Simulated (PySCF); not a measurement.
**Electron correlation in Si (silicon, neutral)**

[Ne] 3s2 3p1 3d1, one real determinant (an excited configuration). All numbers are calculated (PySCF 2.14, scalar relativity by spin-free X2C-1e, in aug-cc-pCVTZ-DK). Frozen: 1s2; 12 electrons correlated.

```
  level  correlation energy (mhartree)
   CCSD                        -376.96
    (T)                         -25.23
CCSD(T)                        -402.19
```

Diagnostics: T1 = 0.039, D1 = 0.1877, largest double amplitude 0.484.

The real determinant used has ⟨L²⟩ near 8 against 12 for a pure F term, so it mixes terms. The outer electron is Rydberg-like, and this basis confines it to a smaller radius and binds it less than a complete one would. T1 exceeds 0.03, a sign that the reference determinant is poor. A double-excitation amplitude exceeds 0.15, a sign of near-degeneracy.

Cost of the coupled-cluster step: about 50 core-seconds, for 12 correlated electrons.

The reference is one real determinant that mixes LS terms of this configuration.
